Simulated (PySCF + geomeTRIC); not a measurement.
Species: H₃BSi₂, SMILES `B1[SiH]=[SiH]1` (charge 0, multiplicity 1).

Question: Give a relaxed geometry from B3LYP-D3(BJ)/def2-TZVP run with PySCF + geomeTRIC.

Answer: the end point of this relaxation (outside a Z-matrix the atoms follow the SMILES, hydrogens last).
Bonds (Å): B1–Si2 1.918, B1–Si3 1.918, B1–H4 1.182, Si2–Si3 2.118, Si2–H5 1.489, Si3–H6 1.489. Bond angles (°): Si2–B1–Si3 67.0, Si2–B1–H4 146.5, Si3–B1–H4 146.5, B1–Si2–Si3 56.5, B1–Si2–H5 150.0, Si3–Si2–H5 153.5, B1–Si3–Si2 56.5, B1–Si3–H6 150.0, Si2–Si3–H6 153.5.
